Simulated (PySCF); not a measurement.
**Working out the ionisation energy of Cr²⁺**

Cr²⁺ [Ar] 3d4 (5D) → Cr³⁺ [Ar] 3d3 (4F). Calculation: PySCF 2.14, in cc-pVTZ (7s6p4d2f1g, 68 functions); the non-relativistic Hamiltonian (point nucleus). Frozen: [Ar]. Energies in hartree (1 hartree = 27.21139 eV):

| part | Cr²⁺ (lower) | Cr³⁺ (upper) |
| --- | --- | --- |
| UHF | -1042.582806 | -1041.484735 |
| MP2 opposite-spin | 0.000000 | 0.000000 |
| MP2 same-spin | -0.040693 | -0.016967 |

**Question.** What does Hartree-Fock give?

**Answer.** (-1041.484735) − (-1042.582806) = 1.098071 hartree = 29.880 eV.

**Question.** What do MP2 and SCS-MP2 (6/5 opposite-spin, 1/3 same-spin) give?

**Answer.** The opposite-spin parts differ by 0.000 eV and the same-spin parts by 0.646 eV. MP2: 29.880 + (0.000) + (0.646) = 30.526 eV. SCS-MP2: 29.880 + 1.2 × (0.000) + (0.646)/3 = 30.095 eV.

Reference: 30.959 ± 0.025 eV (measured; NIST Atomic Spectra Database, ionization energies), between the lowest levels; spin-orbit coupling is absent from the calculation.

The calculation is non-relativistic.

What remains against the reference includes basis incompleteness, the frozen core and correlation beyond second order.
